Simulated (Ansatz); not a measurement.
Molecular dynamics of F2GeH2O

Input:

```yaml
crystal:
  periodic: [false, false, false]
  atoms:
    - { symbol: Ge, position_ang: [-0.12716, 0.098844, -0.003981] }
    - { symbol: O, position_ang: [-0.535952, 0.202678, 1.681268] }
    - { symbol: H, position_ang: [-0.851722, -0.687723, 1.95467] }
    - { symbol: F, position_ang: [1.524813, -0.134273, -0.31652] }
    - { symbol: H, position_ang: [-0.494308, 1.332424, -0.667643] }
    - { symbol: F, position_ang: [-0.939496, -1.317497, -0.596979] }
basis:
  gaussian: { orbitals: def2-SVP }
hamiltonian:
  xc: pbe0
md:
  timestep: 0.5
  n_steps: 166
  ensemble: nvt_langevin
  temperature: 500.0
  initial_velocities: maxwell_boltzmann
  seed: 754484
  friction: 0.05
```

Run as:

```bash
$ ansatz run input.yaml --threads 2 --pin off --max-ram 3072MiB --backend cpu --events-out ev --progress --plain --runs-dir out
```

It goes on from the last frame of an earlier run, with new velocities.

Output, in part (one step line in 3, the closing report, with atoms numbered from 0):

```
md step     0: t =     0.00 fs  T =   416.7 K  F+E_penalty+E_count = -64006.51301936 eV  E_kin = 0.323150 eV  (25 SCF iters)
md step     3: t =     1.50 fs  T =   373.5 K  F+E_penalty+E_count = -64006.50595752 eV  E_kin = 0.289683 eV  (29 SCF iters)
md step     6: t =     3.00 fs  T =   374.6 K  F+E_penalty+E_count = -64006.46655549 eV  E_kin = 0.290491 eV  (29 SCF iters)
md step     9: t =     4.50 fs  T =   336.4 K  F+E_penalty+E_count = -64006.38994301 eV  E_kin = 0.260880 eV  (29 SCF iters)
md step    12: t =     6.00 fs  T =   320.6 K  F+E_penalty+E_count = -64006.34870302 eV  E_kin = 0.248643 eV  (28 SCF iters)
md step    15: t =     7.50 fs  T =   394.0 K  F+E_penalty+E_count = -64006.35823931 eV  E_kin = 0.305564 eV  (29 SCF iters)
md step    18: t =     9.00 fs  T =   488.5 K  F+E_penalty+E_count = -64006.39675618 eV  E_kin = 0.378860 eV  (29 SCF iters)
md step    21: t =    10.50 fs  T =   358.7 K  F+E_penalty+E_count = -64006.36145976 eV  E_kin = 0.278229 eV  (29 SCF iters)
md step    24: t =    12.00 fs  T =   401.1 K  F+E_penalty+E_count = -64006.36598612 eV  E_kin = 0.311054 eV  (29 SCF iters)
md step    27: t =    13.50 fs  T =   507.5 K  F+E_penalty+E_count = -64006.42291632 eV  E_kin = 0.393618 eV  (30 SCF iters)
md step    30: t =    15.00 fs  T =   484.2 K  F+E_penalty+E_count = -64006.39792241 eV  E_kin = 0.375547 eV  (30 SCF iters)
md step    33: t =    16.50 fs  T =   432.6 K  F+E_penalty+E_count = -64006.35672497 eV  E_kin = 0.335536 eV  (29 SCF iters)
md step    36: t =    18.00 fs  T =   411.4 K  F+E_penalty+E_count = -64006.36618253 eV  E_kin = 0.319048 eV  (29 SCF iters)
md step    39: t =    19.50 fs  T =   349.6 K  F+E_penalty+E_count = -64006.29864948 eV  E_kin = 0.271111 eV  (29 SCF iters)
md step    42: t =    21.00 fs  T =   259.5 K  F+E_penalty+E_count = -64006.33291284 eV  E_kin = 0.201270 eV  (29 SCF iters)
md step    45: t =    22.50 fs  T =   482.4 K  F+E_penalty+E_count = -64006.45023162 eV  E_kin = 0.374152 eV  (29 SCF iters)
md step    48: t =    24.00 fs  T =   393.3 K  F+E_penalty+E_count = -64006.44073842 eV  E_kin = 0.305018 eV  (29 SCF iters)
md step    51: t =    25.50 fs  T =   351.2 K  F+E_penalty+E_count = -64006.37566011 eV  E_kin = 0.272387 eV  (29 SCF iters)
md step    54: t =    27.00 fs  T =   516.9 K  F+E_penalty+E_count = -64006.41475962 eV  E_kin = 0.400909 eV  (28 SCF iters)
md step    57: t =    28.50 fs  T =   738.7 K  F+E_penalty+E_count = -64006.45562678 eV  E_kin = 0.572923 eV  (29 SCF iters)
md step    60: t =    30.00 fs  T =   693.7 K  F+E_penalty+E_count = -64006.43170105 eV  E_kin = 0.537997 eV  (29 SCF iters)
md step    63: t =    31.50 fs  T =   547.9 K  F+E_penalty+E_count = -64006.33919930 eV  E_kin = 0.424930 eV  (29 SCF iters)
md step    66: t =    33.00 fs  T =   592.2 K  F+E_penalty+E_count = -64006.25943830 eV  E_kin = 0.459317 eV  (29 SCF iters)
md step    69: t =    34.50 fs  T =   750.5 K  F+E_penalty+E_count = -64006.35521834 eV  E_kin = 0.582095 eV  (28 SCF iters)
md step    72: t =    36.00 fs  T =   970.7 K  F+E_penalty+E_count = -64006.46949379 eV  E_kin = 0.752807 eV  (26 SCF iters)
md step    75: t =    37.50 fs  T =   869.1 K  F+E_penalty+E_count = -64006.45080059 eV  E_kin = 0.674051 eV  (29 SCF iters)
md step    78: t =    39.00 fs  T =   703.1 K  F+E_penalty+E_count = -64006.33250356 eV  E_kin = 0.545276 eV  (28 SCF iters)
md step    81: t =    40.50 fs  T =   685.1 K  F+E_penalty+E_count = -64006.35542810 eV  E_kin = 0.531299 eV  (30 SCF iters)
md step    84: t =    42.00 fs  T =   744.9 K  F+E_penalty+E_count = -64006.45906155 eV  E_kin = 0.577678 eV  (28 SCF iters)
md step    87: t =    43.50 fs  T =   754.3 K  F+E_penalty+E_count = -64006.51992943 eV  E_kin = 0.584970 eV  (28 SCF iters)
md step    90: t =    45.00 fs  T =   790.9 K  F+E_penalty+E_count = -64006.50675144 eV  E_kin = 0.613390 eV  (30 SCF iters)
md step    93: t =    46.50 fs  T =   665.0 K  F+E_penalty+E_count = -64006.49113656 eV  E_kin = 0.515720 eV  (29 SCF iters)
md step    96: t =    48.00 fs  T =   719.1 K  F+E_penalty+E_count = -64006.51923056 eV  E_kin = 0.557711 eV  (28 SCF iters)
md step    99: t =    49.50 fs  T =   788.3 K  F+E_penalty+E_count = -64006.55524360 eV  E_kin = 0.611381 eV  (28 SCF iters)
md step   102: t =    51.00 fs  T =   732.7 K  F+E_penalty+E_count = -64006.52231238 eV  E_kin = 0.568286 eV  (28 SCF iters)
md step   105: t =    52.50 fs  T =   527.9 K  F+E_penalty+E_count = -64006.45413286 eV  E_kin = 0.409404 eV  (30 SCF iters)
md step   108: t =    54.00 fs  T =   554.2 K  F+E_penalty+E_count = -64006.41607094 eV  E_kin = 0.429812 eV  (31 SCF iters)
md step   111: t =    55.50 fs  T =   512.5 K  F+E_penalty+E_count = -64006.41066755 eV  E_kin = 0.397504 eV  (31 SCF iters)
md step   114: t =    57.00 fs  T =   445.4 K  F+E_penalty+E_count = -64006.36584453 eV  E_kin = 0.345444 eV  (30 SCF iters)
md step   117: t =    58.50 fs  T =   287.1 K  F+E_penalty+E_count = -64006.31102149 eV  E_kin = 0.222629 eV  (30 SCF iters)
md step   120: t =    60.00 fs  T =   334.8 K  F+E_penalty+E_count = -64006.30267042 eV  E_kin = 0.259677 eV  (31 SCF iters)
md step   123: t =    61.50 fs  T =   305.0 K  F+E_penalty+E_count = -64006.32475771 eV  E_kin = 0.236583 eV  (30 SCF iters)
md step   126: t =    63.00 fs  T =   361.4 K  F+E_penalty+E_count = -64006.35379093 eV  E_kin = 0.280266 eV  (30 SCF iters)
md step   129: t =    64.50 fs  T =   394.4 K  F+E_penalty+E_count = -64006.33129143 eV  E_kin = 0.305917 eV  (31 SCF iters)
md step   132: t =    66.00 fs  T =   488.3 K  F+E_penalty+E_count = -64006.33519297 eV  E_kin = 0.378698 eV  (30 SCF iters)
md step   135: t =    67.50 fs  T =   527.6 K  F+E_penalty+E_count = -64006.36778308 eV  E_kin = 0.409176 eV  (29 SCF iters)
md step   138: t =    69.00 fs  T =   484.1 K  F+E_penalty+E_count = -64006.30664027 eV  E_kin = 0.375451 eV  (30 SCF iters)
md step   141: t =    70.50 fs  T =   573.9 K  F+E_penalty+E_count = -64006.32626748 eV  E_kin = 0.445100 eV  (29 SCF iters)
md step   144: t =    72.00 fs  T =   495.7 K  F+E_penalty+E_count = -64006.37258543 eV  E_kin = 0.384453 eV  (30 SCF iters)
md step   147: t =    73.50 fs  T =   411.1 K  F+E_penalty+E_count = -64006.34202986 eV  E_kin = 0.318798 eV  (31 SCF iters)
md step   150: t =    75.00 fs  T =   314.4 K  F+E_penalty+E_count = -64006.29409843 eV  E_kin = 0.243842 eV  (29 SCF iters)
md step   153: t =    76.50 fs  T =   475.9 K  F+E_penalty+E_count = -64006.26301011 eV  E_kin = 0.369059 eV  (29 SCF iters)
md step   156: t =    78.00 fs  T =   525.8 K  F+E_penalty+E_count = -64006.29067551 eV  E_kin = 0.407790 eV  (30 SCF iters)
md step   159: t =    79.50 fs  T =   545.7 K  F+E_penalty+E_count = -64006.30262302 eV  E_kin = 0.423201 eV  (29 SCF iters)
md step   162: t =    81.00 fs  T =   454.5 K  F+E_penalty+E_count = -64006.26716132 eV  E_kin = 0.352494 eV  (29 SCF iters)
md step   165: t =    82.50 fs  T =   475.8 K  F+E_penalty+E_count = -64006.27246138 eV  E_kin = 0.369012 eV  (31 SCF iters)
md step   166: t =    83.00 fs  T =   452.8 K  F+E_penalty+E_count = -64006.27782973 eV  E_kin = 0.351165 eV  (26 SCF iters)
Total energy: -64006.27785135 eV, -2352.1873260237 hartree
Atom 0 at    -0.192948     0.090300    -0.053000 Å, force    -2.602578    -0.410381     0.594657 eV/Å
Atom 1 at    -0.398566    -0.060468     1.702393 Å, force    -0.768088     1.361774    -1.271167 eV/Å
Atom 2 at     0.107975    -0.597553     2.300953 Å, force     0.615514    -0.503770    -0.112835 eV/Å
Atom 3 at     1.376205    -0.265832    -0.467328 Å, force     2.390867     0.011707    -0.433543 eV/Å
Atom 4 at    -0.803892     1.333046    -0.865897 Å, force     0.560653    -0.856211     1.105742 eV/Å
Atom 5 at    -0.926288    -1.341260    -0.722315 Å, force    -0.196367     0.396882     0.117146 eV/Å
Dipole moment:     0.041713     0.384201     0.235888 e Å
```

The run went to its last step. A run of 0.083 ps of so small a system gives no equilibrium averages.

The same pairs are bonded in the first frame and the last. Pairs count as bonded within 1.25 times the sum of covalent radii (0.12 Å more for H–H).

Last frame:

```xyz
6
Properties=species:S:1:pos:R:3
Ge -0.193 0.090 -0.053
O -0.399 -0.060 1.702
H 0.108 -0.598 2.301
F 1.376 -0.266 -0.467
H -0.804 1.333 -0.866
F -0.926 -1.341 -0.722
```

The run took 4.3 min on 2 threads of AMD EPYC 7R43 64-Core Processor (Zen 3), on a shared host, peak memory 0.18 GiB.
